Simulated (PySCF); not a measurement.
Checking a proposed structure

A compound C₃H₉FO₂Si₂ gives the data below (simulated from a calculation) and was assigned the structure `COC(=O)[Si@H](F)[SiH2]C`.

¹³C{¹H} NMR (computed): δ 253.6 (CH), 87.7 (CH), 19.9 (CH3).

¹H NMR (500 MHz, computed): δ 12.33 (m, 1H), 5.19 (s, 3H), 5.11 (m, 1H), 5.03 (m, 1H), 1.52 (m, 3H).

PySCF 2.14 calculation with coordinates at the GFN2-xTB level and PBE0/pcSseg-1 with gauge-including orbitals; non-relativistic Hamiltonian, rapidly exchanging positions averaged, one conformer, no solvent.

δ = σ(ref) − σ, references computed at the same level: TMS for ¹H, ¹³C.

Problem. Compare with the shifts computed for the proposed structure, pairing carbons in order of shift.

Solution. Structure with atom numbers: `[CH3:1][O:2][C:3](=[O:4])[Si@H:5]([F:6])[SiH2:7][CH3:8]` (H(Xn): hydrogen on atom n).

| atom | computed for proposal | given list | difference |
| --- | --- | --- | --- |
| C3 | 190.4 | 253.6 | -63.2 |
| C1 | 50.4 | 87.7 | -37.3 |
| C8 | -11.6 | 19.9 | -31.5 |

The rms difference is 46.1 ppm and the largest -63.2 ppm at C3 (carbonyl carbon). The carbon types in order of shift don't match either: C, CH3, CH3 for the proposal against CH, CH, CH3 in the data. The proposal doesn't fit.

Problem. Which isomer fits?

Solution. SMILES C[C@@H](F)[Si@@H](C=O)O[SiH3].

1. Carbon types of the structure: 2 × CH, 1 × CH3, leaving 4 H on heteroatoms.
2. δC 253.6: carbonyl carbon.
3. δC 87.7: sp3 CH bonded to F and Si; the inductive effect lowers its shielding.
4. δH 12.33: hydrogen on a carbonyl carbon.
5. δH 5.11: hydrogen on an sp3 CH bonded to F and Si; its carbon carries F, which withdraws density.

The shifts were computed for this structure.

Splittings by ¹⁹F in the carbon and heteronuclear signals aren't shown, as no couplings were computed. Shifts are as computed. Against solution values, carbons near 30 ppm lie about +3 ppm off and those near 130 ppm about +5 ppm. Of 1309 compounds with measured shifts, 239 miss one by over three times the rms of a fit or turn the order of signals round; such compounds aren't used in these exercises. No couplings were computed; multiplicities are counted from neighbouring protons, with m where these are inequivalent, close in shift, in a saturated or five-membered ring or joined by F or P, and br s for small geminal =CH2 splittings.
